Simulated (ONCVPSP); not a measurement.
**Mn: variants of one ONCV potential**

Base potential:

- Element: manganese (Mn)
- Generator: ONCVPSP 4.0.1
- Type: optimised norm-conserving Vanderbilt (ONCV)
- Functional: LDA (Perdew-Wang 92)
- Relativity: scalar-relativistic
- Frozen core: [Ne]
- Valence charge: 15
- Reference configuration: 3s2 3p6 3d5 4s2
- Partial waves: 3s+4s: rc 1.30 bohr, ncon 3, nbas 6, qcut 9.1 1/bohr, 3 projectors, debl 4 Ha; 3p: rc 1.30 bohr, ncon 3, nbas 8, qcut 10.5 1/bohr, 2 projectors, debl 1.5 Ha; 3d: rc 1.05 bohr, ncon 4, nbas 9, qcut 14.7 1/bohr, 1 projector
- Local potential: polynomial inside 0.95 bohr (lpopt 5, dvloc0 6 Ha)
- Core correction: none

In the p channel the program set the typed energies aside and used -2.002, 0.250 Ha.

All-electron outer shells of the reference configuration (LDA (PZ), scalar-relativistic, ld1.x):

```tsv
shell	level (eV)	outermost node (bohr)	outermost maximum (bohr)
2p	-629.78	–	0.19
3s	-85.40	0.34	0.74
3p	-54.49	0.31	0.75
3d	-7.01	–	0.75
4s	-5.29	1.06	2.47
```

Cutoffs, loose and tight: the cutoffs (Ha) at which the residual kinetic energy of the hardest occupied pseudo-wave falls to 1 and 0.1 mHa per electron. They do not see the model core or the augmentation charge, which bear on the density cutoff. Test errors are all-electron minus pseudo excitation energies from the reference, over the configurations 3s2 3p6 3d5 4s1; 3s2 3p6 3d5 4s0; 3s2 3p6 3d4 4s0; 3s2 3p6 3d4 4s2 4p1. A dash means not determined; rows that change the core or the reference have their own tests.

A true bound ghost makes a file unfit for plane-wave use even where its test errors are small: the radial tests pick states by their node count and pass the ghost by.

```tsv
change	outcome	cutoff, loose	cutoff, tight	bound ghosts	GHOST(+) flags above zero	largest test error (meV)
base	generated, projector energies reset by the program	80 Ha	92 Ha	s	none	-7.4
s: debl 4.25	generated, projector energies reset by the program	80 Ha	92 Ha	s	none	-7.4
d: ncon 3, nbas 8	generated, projector energies reset by the program	78 Ha	89 Ha	s	none	-8.1
local potential polynomial inside 0.95 bohr (lpopt 5, dvloc0 -1.5 Ha)	generated, projector energies reset by the program	80 Ha	92 Ha	none	s	+9.0
functional revPBE	generated, projector energies reset by the program	80 Ha	92 Ha	s	none	-7.1
core correction Teter function, fcfact 4.5, rcfact 1.6	generated, projector energies reset by the program	80 Ha	92 Ha	s	none	-8.2
s: nproj 4	generated, projector energies reset by the program	80 Ha	92 Ha	none	none	-7.5
```

(1) What comes out with this change to the base: s: qcut 13.1; p: qcut 15.2; d: qcut 21.2?

(2) What comes out with this change to the base: d: rc 1.06?

## Answers

(1) outcome: generated, projector energies reset by the program; cutoff, loose: 103 Ha; cutoff, tight: 121 Ha; bound ghosts: none; GHOST(+) flags above zero: none; largest test error (meV): -7.3.

(2) outcome: generated, projector energies reset by the program; cutoff, loose: 80 Ha; cutoff, tight: 91 Ha; bound ghosts: s; GHOST(+) flags above zero: none; largest test error (meV): -7.4.
